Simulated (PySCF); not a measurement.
H₃BO₃, charge -1, doublet, geometry from GFN2-xTB (a state made from the parent by changing its charge; the spin is typed, not shown lowest) (in this run its highest filled SCF level lies above zero, so its values depend strongly on the basis, on diffuse functions most of all). Base run: M062X/def2-SV(P) (PySCF).

Geometry (Å):
```xyz
7

O     -1.0271    -0.9716     0.2393
B     -0.0442    -0.0578    -0.4972
O     -0.3382     1.3901    -0.0964
O      1.3745    -0.4066    -0.0398
H     -1.5743    -0.3718     0.7484
H      0.4678     1.6885     0.3274
H      1.2541    -1.1237     0.5844
```
Charge -1, spin multiplicity 2.
Orbitals are unrestricted.
All else is at PySCF's defaults.

Each row names what was changed in the base input (with any setting that the change needs).

```
change                                     E (Eh)  HOMO (eV)  <S^2>  core-seconds (rough)
-------------------------------------  ----------  ---------  -----  --------------------
base                                   -252.06965       1.46  0.753                     6
functional = b3lyp                     -252.16705       2.66  0.752                     4
functional = wb97m_v                   -252.07730       0.65  0.752                   200
functional = pbe; dispersion = d3zero  -251.88770       3.54  0.752                     3
functional = lc_wpbe                   -252.01710      -0.20  0.752                     7
functional = pbe0; dispersion = d3bj   -251.89190       2.39  0.752                     4
functional = pbe; dispersion = d3bj    -251.88940       3.54  0.752                     4
functional = blyp; dispersion = d4     -252.11756       3.71  0.752                     4
functional = blyp; dispersion = d3bj   -252.11521       3.71  0.752                     4
functional = wb97x_v                   -252.07415       0.28  0.752                   200
functional = m06l                      -252.12698       3.51  0.754                     6
functional = m06                       -252.05190       2.62  0.753                     6
functional = lda,vwn                   -250.27386       3.54  0.751                     2
```

Total energies compare only within one method and basis.

Open shells are given as the SCF converged; they aren't shown to be the lowest states, and a large step between rows can be another state.
